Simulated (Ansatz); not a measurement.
Stepwise reaction of `F[SiH2]I` with hydrogen chloride, as a gas-phase model of exchange steps in deposition or etching. ΔE in kJ/mol; ΔG adds harmonic PBE0-D4 terms to CCSD(T)/CBS, at 1 bar.

Program: Ansatz. Geometries: PBE0-D4/def2-TZVP. ΔE: electronic, gas phase. CBS: MP2 limit from def2 TZ/QZ plus the TZ coupled-cluster correction, frozen cores. This one scheme is used for every species. Functionals use def2-TZVPP. B3LYP here is the variant with VWN-RPA as its local correlation; programs differ in this. def2 core potentials past Kr. For I outer-core shells are correlated without core-valence functions, which leaves a few kJ/mol of doubt a bond.

| step | reaction | PBE-D4 | B3LYP-D4 | ωB97M-V | CCSD(T)/CBS | ΔG(500 K) |
| --- | --- | --- | --- | --- | --- | --- |
| 1 | `F[SiH2]I` + HCl → `F[SiH](Cl)I` + H₂ | -83.3 | -80.6 | -82.1 | -81.0 | -74.3 |

Give the row of step 2, `F[SiH](Cl)I` + HCl → `F[Si](Cl)(Cl)I` + H₂. (An estimate is asked.)

Computed: 
```tsv
step	reaction	PBE-D4	B3LYP-D4	ωB97M-V	CCSD(T)/CBS	ΔG(500 K)
2	`F[SiH](Cl)I` + HCl → `F[Si](Cl)(Cl)I` + H₂	-75.3	-73.2	-74.6	-72.9	-66.1
```

By hand: ΔE of the 2 steps together at CCSD(T)/CBS.

(-81.0) + (-72.9) = -153.9 kJ/mol, or -77.0 kJ/mol a step.

In ΔE each step is higher than the one before. All are downhill at CCSD(T)/CBS. ΔG lies between -74.3 and -66.1 kJ/mol a step. PBE-D4 differs from CCSD(T)/CBS by -2.4 to -2.3 kJ/mol a step. Isolated molecules leave out the surface, adducts and barriers. Largest T1 diagnostic: 0.009.
